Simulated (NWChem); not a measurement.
Isomers of C2H5BO2, each optimised at PBE0/def2-SVP with NWChem, gas phase unless a solvent is named. Flexible species stand in one conformer each, which need not be the lowest.  Relative energies count from the lowest isomer at each level and are electronic, without zero-point energy, on those geometries.

A: C=CB(O)O
B: CB1OCO1
C: O=C(C)OB
D: O=CB(C)O

```json
[
 {"quantity": "relative energy, r2SCAN/def2-TZVP (kcal/mol)", "A": "0.0", "B": "14.5", "C": "37.3", "D": "32.7"},
 {"quantity": "relative energy, BLYP/def2-TZVP (kcal/mol)", "A": "0.0", "B": "18.5", "C": "35.7", "D": "30.5"},
 {"quantity": "relative energy, LDA (Slater exchange, VWN5)/def2-TZVP (kcal/mol)", "A": "0.0", "B": "10.1", "C": "38.0", "D": "32.7"}
]
```
